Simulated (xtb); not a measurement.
xtb input (GFN2-xTB):

```bash
xtb mol.xyz --gfn 2 --sp --chrg -1 --uhf 0
```
mol.xyz:
```
5

O      1.42900186     0.33684483    -0.85309575
Si     0.13788886     0.03250321    -0.08231788
F      0.19104713    -1.14820509     1.03717143
F     -0.51648680     1.23814764     0.79424826
F     -1.15927799    -0.43992073    -0.94506232
```

Output:

```
           -------------------------------------------------
          |                Calculation Setup                |
           -------------------------------------------------

           -------------------------------------------------
          |                 G F N 2 - x T B                 |
           -------------------------------------------------

        Reference                      10.1021/acs.jctc.8b01176
      * Hamiltonian:
        H0-scaling (s, p, d)           1.850000    2.230000    2.230000
        zeta-weighting                 0.500000
      * Dispersion:
        s8                             2.700000
        a1                             0.520000
        a2                             5.000000
        s9                             5.000000
      * Repulsion:
        kExp                           1.500000    1.000000
        rExp                           1.000000
      * Coulomb:
        alpha                          2.000000
        third order                    shell-resolved
        anisotropic                    true
        a3                             3.000000
        a5                             4.000000
        cn-shift                       1.200000
        cn-exp                         4.000000
        max-rad                        5.000000

          ...................................................
          :                      SETUP                      :
          :.................................................:
          :  # basis functions                  26          :
          :  # atomic orbitals                  25          :
          :  # shells                           11          :
          :  # electrons                        32          :
          :  max. iterations                   250          :
          :  Hamiltonian                  GFN2-xTB          :
          :  restarted?                      false          :
          :  GBSA solvation                  false          :
          :  PC potential                    false          :
          :  electronic temp.          300.0000000     K    :
          :  accuracy                    1.0000000          :
          :  -> integral cutoff          0.2500000E+02      :
          :  -> integral neglect         0.1000000E-07      :
          :  -> SCF convergence          0.1000000E-05 Eh   :
          :  -> wf. convergence          0.1000000E-03 e    :
          :  Broyden damping             0.4000000          :
          :  net charge                         -1          :
          :  unpaired electrons                  0          :
          ...................................................

 iter      E             dE          RMSdq      gap      omega  full diag
   1    -20.4658162 -0.204658E+02  0.917E+00   11.40       0.0  T
   2    -20.5308831 -0.650669E-01  0.707E+00    9.26       1.0  T
   3    -20.5347814 -0.389835E-02  0.409E+00    9.56       1.0  T
   4    -20.5285705  0.621088E-02  0.194E+00    8.92       1.0  T
   5    -20.5357117 -0.714121E-02  0.593E-01    9.75       1.0  T
   6    -20.5371121 -0.140033E-02  0.332E-01    9.41       1.0  T
   7    -20.5370313  0.807536E-04  0.284E-01    9.60       1.0  T
   8    -20.5372677 -0.236394E-03  0.283E-02    9.51       1.6  T
   9    -20.5372701 -0.234832E-05  0.106E-02    9.49       4.2  T
  10    -20.5372702 -0.144042E-06  0.779E-03    9.49       5.7  T
  11    -20.5372704 -0.179332E-06  0.728E-05    9.50     614.3  T
  12    -20.5372704 -0.161755E-10  0.112E-05    9.50    3984.4  T

   *** convergence criteria satisfied after 12 iterations ***

         #    Occupation            Energy/Eh            Energy/eV
      -------------------------------------------------------------
         1        2.0000           -0.6781494             -18.4534
       ...           ...                  ...                  ...
        10        2.0000           -0.3040841              -8.2746
        11        2.0000           -0.2965568              -8.0697
        12        2.0000           -0.2958044              -8.0492
        13        2.0000           -0.2958044              -8.0492
        14        2.0000           -0.2582843              -7.0283
        15        2.0000           -0.2217079              -6.0330
        16        2.0000           -0.2217079              -6.0330 (HOMO)
        17                          0.1273065               3.4642 (LUMO)
        18                          0.1273065               3.4642
        19                          0.1885381               5.1304
        20                          0.3206826               8.7262
        21                          0.3206826               8.7262
       ...                                ...                  ...
        25                          1.1452839              31.1648
      -------------------------------------------------------------
                  HL-Gap            0.3490144 Eh            9.4972 eV
             Fermi-level           -0.0472007 Eh           -1.2844 eV

 SCC (total)                   0 d,  0 h,  0 min,  0.007 sec
 SCC setup                      ...        0 min,  0.000 sec (  0.931%)
 Dispersion                     ...        0 min,  0.000 sec (  0.329%)
 classical contributions        ...        0 min,  0.000 sec (  0.170%)
 integral evaluation            ...        0 min,  0.001 sec ( 10.199%)
 iterations                     ...        0 min,  0.005 sec ( 75.904%)
 molecular gradient             ...        0 min,  0.001 sec ( 11.531%)
 printout                       ...        0 min,  0.000 sec (  0.812%)

         :::::::::::::::::::::::::::::::::::::::::::::::::::::
         ::                     SUMMARY                     ::
         :::::::::::::::::::::::::::::::::::::::::::::::::::::
         :: total energy             -20.479020055725 Eh    ::
         :: gradient norm              0.034244177810 Eh/a0 ::
         :: HOMO-LUMO gap              9.497165076220 eV    ::
         ::.................................................::
         :: SCC energy               -20.537270162285 Eh    ::
         :: -> isotropic ES            0.213918196123 Eh    ::
         :: -> anisotropic ES         -0.001759510082 Eh    ::
         :: -> anisotropic XC         -0.008622874796 Eh    ::
         :: -> dispersion             -0.002737314140 Eh    ::
         :: repulsion energy           0.058250106559 Eh    ::
         :: add. restraining           0.000000000000 Eh    ::
         :: total charge              -1.000000000000 e     ::
         :::::::::::::::::::::::::::::::::::::::::::::::::::::

           -------------------------------------------------
          |                Property Printout                |
           -------------------------------------------------

    * Orbital Energies and Occupations

         #    Occupation            Energy/Eh            Energy/eV
      -------------------------------------------------------------
         1        2.0000           -0.6781494             -18.4534
       ...           ...                  ...                  ...
         4        2.0000           -0.4676965             -12.7267
         5        2.0000           -0.3781554             -10.2901
         6        2.0000           -0.3242883              -8.8243
         7        2.0000           -0.3242883              -8.8243
         8        2.0000           -0.3165837              -8.6147
         9        2.0000           -0.3040841              -8.2746
        10        2.0000           -0.3040841              -8.2746
        11        2.0000           -0.2965568              -8.0697
        12        2.0000           -0.2958044              -8.0492
        13        2.0000           -0.2958044              -8.0492
Note: The following floating-point exceptions are signalling: IEEE_DENORMAL
normal termination of xtb
        14        2.0000           -0.2582843              -7.0283
        15        2.0000           -0.2217079              -6.0330
        16        2.0000           -0.2217079              -6.0330 (HOMO)
        17                          0.1273065               3.4642 (LUMO)
        18                          0.1273065               3.4642
        19                          0.1885381               5.1304
        20                          0.3206826               8.7262
        21                          0.3206826               8.7262
        22                          0.5164224              14.0526
        23                          1.1184027              30.4333
        24                          1.1184027              30.4333
        25                          1.1452839              31.1648
      -------------------------------------------------------------
                  HL-Gap            0.3490144 Eh            9.4972 eV
             Fermi-level           -0.0472007 Eh           -1.2844 eV

     #   Z          covCN         q      C6AA      α(0)
     1   8 O        0.771    -0.568    25.393     6.754
     2  14 Si       2.885     0.652   166.445    28.285
     3   9 F        0.705    -0.361    13.057     4.267
     4   9 F        0.705    -0.361    13.057     4.267
     5   9 F        0.705    -0.361    13.057     4.267

 Mol. C6AA /au·bohr⁶  :        774.077277
 Mol. C8AA /au·bohr⁸  :      29256.473838
 Mol. α(0) /au        :         47.838407

Wiberg/Mayer (AO) data.
largest (>0.10) Wiberg bond orders for each atom

 ---------------------------------------------------------------------------
     #   Z sym  total        # sym  WBO       # sym  WBO       # sym  WBO
 ---------------------------------------------------------------------------
     1   8 O    2.044 --     2 Si   1.884
     2  14 Si   4.633 --     1 O    1.884     5 F    0.916     4 F    0.916
                             3 F    0.916
     3   9 F    1.038 --     2 Si   0.916
     4   9 F    1.038 --     2 Si   0.916
     5   9 F    1.038 --     2 Si   0.916
 ---------------------------------------------------------------------------

Topologies differ in total number of bonds
Writing topology from bond orders to xtbtopo.mol

molecular dipole:
                 x           y           z       tot (Debye)
 q only:       -0.350      -0.082       0.209
   full:       -0.797      -0.188       0.476       2.406
molecular quadrupole (traceless):
                xx          xy          yy          xz          yz          zz
 q only:       -1.737      -0.773       1.362       1.959       0.462       0.375
  q+dip:       -1.949      -0.868       1.529       2.199       0.518       0.421
   full:       -2.965      -1.320       2.325       3.344       0.788       0.640

           -------------------------------------------------
          | TOTAL ENERGY              -20.479020055725 Eh   |
          | GRADIENT NORM               0.034244177810 Eh/α |
          | HOMO-LUMO GAP               9.497165076220 eV   |
           -------------------------------------------------

------------------------------------------------------------------------
------------------------------------------------------------------------
 total:
 SCF:
```

It need not be the lowest isomer of its formula. Whether it binds its extra electron was not tested at this geometry.
